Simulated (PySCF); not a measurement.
Ga(H)2(iPr) (C3H9Ga), SMILES C[CH](C)[GaH2].

Coordinates come from a B3LYP-D3(BJ)/def2-SVP optimisation. The structure was generated by enumeration; whether it is a known compound was not checked.

Level of theory: B3LYP-D3(BJ)/def2-SVP run with PySCF.

Frequencies are harmonic and unscaled.

| mode | ν (cm⁻¹) | IR (km/mol) | Raman (Å⁴/amu) | depolarisation | moving atoms (share of kinetic energy) |
|---|---|---|---|---|---|
| 1 | 48 | 0.0 | 12.1 | 0.75 | H 95 % |
| 2 | 193 | 2.1 | 1.0 | 0.55 | H 61 %, C 29 %, Ga 10 % |
| 3 | 198 | 1.0 | 0.4 | 0.75 | C 55 %, H 40 % |
| 4 | 234 | 0.0 | 0.1 | 0.75 | H 98 % |
| 5 | 268 | 1.1 | 2.0 | 0.27 | H 66 %, C 22 %, Ga 12 % |
| 6 | 347 | 3.7 | 0.9 | 0.64 | C 52 %, H 46 % |
| 7 | 468 | 53.0 | 6.8 | 0.75 | H 83 %, C 10 % |
| 8 | 487 | 16.1 | 14.5 | 0.18 | C 52 %, H 36 %, Ga 12 % |
| 9 | 600 | 97.4 | 10.1 | 0.57 | H 78 %, C 15 % |
| 10 | 752 | 210.3 | 20.8 | 0.67 | H 98 % |
| 11 | 893 | 3.7 | 9.8 | 0.72 | C 62 %, H 38 % |
| 12 | 919 | 2.4 | 0.1 | 0.75 | H 88 %, C 12 % |
| 13 | 978 | 11.9 | 5.9 | 0.55 | H 88 %, C 12 % |
| 14 | 979 | 0.1 | 2.8 | 0.75 | H 71 %, C 29 % |
| 15 | 1111 | 5.9 | 3.1 | 0.75 | C 66 %, H 34 % |
| 16 | 1175 | 1.0 | 4.3 | 0.43 | C 51 %, H 49 % |
| 17 | 1223 | 3.0 | 24.3 | 0.25 | H 62 %, C 38 % |
| 18 | 1309 | 0.2 | 4.7 | 0.75 | H 73 %, C 27 % |
| 19 | 1390 | 0.3 | 6.9 | 0.75 | H 80 %, C 20 % |
| 20 | 1407 | 2.8 | 2.4 | 0.51 | H 81 %, C 19 % |
| 21 | 1457 | 0.2 | 29.7 | 0.75 | H 97 % |
| 22 | 1473 | 6.5 | 3.1 | 0.75 | H 96 % |
| 23 | 1474 | 7.6 | 0.5 | 0.48 | H 96 % |
| 24 | 1482 | 3.7 | 29.7 | 0.75 | H 97 % |
| 25 | 1911 | 171.1 | 270.0 | 0.08 | H 99 % |
| 26 | 1915 | 279.2 | 88.3 | 0.75 | H 98 % |
| 27 | 2967 | 25.0 | 104.9 | 0.43 | H 93 % |
| 28 | 3000 | 31.7 | 11.4 | 0.75 | H 97 % |
| 29 | 3003 | 61.2 | 334.3 | 0.03 | H 97 % |
| 30 | 3068 | 1.5 | 17.2 | 0.75 | H 91 %, C 9 % |
| 31 | 3069 | 62.1 | 168.5 | 0.75 | H 91 %, C 9 % |
| 32 | 3098 | 16.7 | 46.4 | 0.75 | H 91 %, C 9 % |
| 33 | 3099 | 32.6 | 79.9 | 0.69 | H 91 %, C 9 % |
